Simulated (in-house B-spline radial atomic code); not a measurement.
Results of a calculation; reference values are marked as such.
Two electrons in Si: a parabolic dot with ħω = 2.33 meV in all three directions

For Si the NSM archive of the Ioffe Institute lists m_l = 0.98 m0, m_t = 0.19 m0 and ε = 11.7; the model takes one isotropic valley with the conductivity mass 3/(1/m_l + 2/m_t) = 0.26 m0, and so misses anisotropy and the other valleys. All triplets below are those of one valley; with several valleys two electrons can form a triplet in the 1s orbital itself, at an energy set by the valley splitting.

Effective-mass model with parabolic bands, a uniform dielectric constant, no image charges, no central-cell or spin-orbit terms. Two-electron levels come from full CI in B-splines with partial waves to l = 5 (up to 0.001 effective hartree above the limit).

(1) What are the effective units, and what is the potential in them?

In these units the lowest s and p orbitals lie at 0.067650 and 0.112750, and their Coulomb and exchange integrals are J_ss = 0.169445, J_sp = 0.141204 and K_sp = 0.02824. (For a parabolic well J_ss = √(2ω/π).) Full CI gives 0.259816 for the ground singlet, 0.279409 for the sp triplet, 0.304921 for the sp singlet and 0.324511 for the lowest triplet of two s orbitals.

(2) What does it cost to add the second electron, to first order and exactly?

(3) How far above the singlet do the triplets lie?

## Answers

(1) Ha* = 27211.386 meV × 0.26/11.7² = 51.68 meV and a* = 0.0529177 nm × 11.7/0.26 = 2.381 nm. The frequency is ω = 0.0451 Ha*. The one-electron levels are 3ω/2 = 0.0677 and 5ω/2 = 0.1128 Ha*.

(2) To first order E = 2ε_s + J_ss = 0.304745, so the charging energy E(2) − 2E(1) is J_ss = 8.758 meV. CI gives 0.259816 − 2 × (0.067650) = 0.124516, or 6.435 meV: relaxation and correlation lower it by 2.322 meV, 26.5 % of J_ss. The s² configuration of one-electron orbitals holds 71.5 % of the state, and the mean radius is 16 nm.

(3) To first order the sp triplet lies at ε_s + ε_p + J_sp − K_sp = 0.293363, which is 0.5882 meV below 2ε_s + J_ss, so first order fails: the exact ground state of two electrons is a singlet. CI gives 0.279409 − (0.259816) = 0.019593, or 1.013 meV, 43 % of the orbital spacing of 2.331 meV. The ss triplet lies 3.344 meV up, so the lower of the two is the sp one, and its gap equals k_BT at 11.8 K. The sp singlet-triplet splitting is 1.319 meV, against 2K_sp = 2.919 meV. The sp singlet lies ħω above the ground state (0.045105 against 0.0451), as Kohn's theorem demands for a parabolic well.
